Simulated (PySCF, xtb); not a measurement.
H2OSi, SMILES O=[SiH2].

Harmonic wavenumbers (cm⁻¹) from GFN2-xTB run with xtb at its own minimum, in rising order: 582, 673, 874, 1400, 2279, 2357.

Problem. What does PySCF with ωB97X-D3(BJ)/def2-TZVP give at its own minimum? (The exact figures need the calculation; the answer reports its results.)

Solution. 699, 723, 1018, 1262, 2261, 2267. Paired by order, the mean absolute difference is 93 cm⁻¹ and the zero-point energies are 11.7 and 11.8 kcal/mol.
